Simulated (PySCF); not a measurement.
Molecule: Cd(tBu)(OH), SMILES C[C](C)(C)[Cd][OH]. Atoms near the plane z = 0.6 Å, at the GFN2-xTB optimised geometry (x, y, z in Å): Cd1 (-1.0, 0.1, 0.0), C2 (1.2, 0.1, 0.0), C3 (1.9, -1.3, 0.0), C5 (1.6, 0.9, 1.2), H6 (2.9, -1.2, 0.0), H8 (1.6, -1.9, 0.9), H12 (1.1, 1.8, 1.3), H14 (2.7, 1.1, 1.2), O15 (-2.0, 1.8, 0.0), H16 (-2.9, 1.9, 0.0).

Method: PySCF with PBE0/def2-TZVP, def2 effective core potentials past Kr. The core electrons that the potentials of Cd replace are not part of the density. The values are rescaled to run from 0 to 1.

```
|-------------------------------|
|-------------------------------|
|-------------------------------|
|-------------------------------|
|-------------------------------|
|-------------------------------|
|------======-------------------|
|-----========-----==-----------|
|-----===+++===--=======--------|
|----===+*+++==--========-------|
|----===+*++==============------|
|-----===+++===============-----|
|-----=======+=============-----|
|------====+%@#+====:-=====-----|
|-------===#@@@#===-.-=====-----|
|--------==%@@@#====-======-----|
|--------==*@@@*===========-----|
|--------===**+=============----|
|---------==================----|
|----------==========:-=====----|
|----------------===- :=====----|
|----------------===-:=====-----|
|-----------------========------|
|------------------======-------|
|-------------------===---------|
|-------------------------------|
|-------------------------------|
|-------------------------------|
|-------------------------------|
|-------------------------------|
|-------------------------------|
```
Scale: ten equal steps from 0.000 (start of ' ') to 1.00 (end of '@'), in the order ' .:-=+*#%@'; x runs from -5.00 to 5.00, y from -5.00 (bottom) to 5.00 (top).

**Question.** Which quantity is mapped?
A) Laplacian of the electron density
B) log10 of the electron density
C) electron localisation function
D) deformation density (molecule minus spherical neutral atoms)

**Answer.** A, Laplacian of the electron density. In full: Laplacian of the electron density (e/bohr⁵), clipped to [-1.50, 1.50].
